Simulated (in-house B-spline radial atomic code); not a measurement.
Settings and results of a run for Al²⁺. Level of theory: non-relativistic LC-wPBE, spin-polarised, spherical fractional occupations, point nucleus; calculated with a radial B-spline atomic code at the basis-set limit.

Command:
```bash
python run_scf.py task.json out
```
Settings:
```
Z                13
configuration    [Ne] 3s1
hamiltonian      nr
method           lc_wpbe
spin_polarised   True
```

Output (hartree, bohr):
```
 radial grid: 45 intervals, B-splines of order 8, outer radius 25.5556 bohr

 iter        energy (Eh)    residual
    1        -240.055775    2.15e-01
    2        -241.069150    1.41e-01
    3        -241.343992    3.85e-02
    4        -241.364637    1.01e-02
    5        -241.365756    4.67e-03
    6        -241.366119    3.66e-04
    7        -241.366119    5.70e-05
    8        -241.366119    5.80e-06
    9        -241.366119    4.78e-07
   10        -241.366119    3.39e-08

 total energy                      -241.36612
 kinetic                             240.9692
 electron-nucleus                   -568.2843
 Hartree                             103.9446
 exact exchange                       -2.3597
 exchange-correlation                -15.6359

 orbital      occ     eigenvalue          <r>       <r^2>       <1/r>       <r^4>     <1/r^3>       r_max
 1s up      1.000       -56.4138     0.120511   0.0195518     12.5798 0.000990177           -     0.07867
 1s down    1.000       -56.4093     0.120514   0.0195528     12.5793 0.000990198           -     0.07867
 2s up      1.000        -4.9440     0.626727    0.470651     2.33264    0.414913           -      0.4976
 2s down    1.000        -4.9359     0.626587    0.470358     2.33268     0.41426           -      0.4978
 2p up      3.000        -3.5363      0.60203     0.46028     2.21099    0.483772     35.6177      0.4288
 2p down    3.000        -3.5281      0.60052    0.457229     2.21402    0.473368      35.703      0.4288
 3s up      1.000        -1.0361      2.19663     5.51289    0.614687     47.6901           -        1.92
```

Time taken, with all properties: 0.23 s on 1 thread of Arm Neoverse V1, with other jobs on the host.
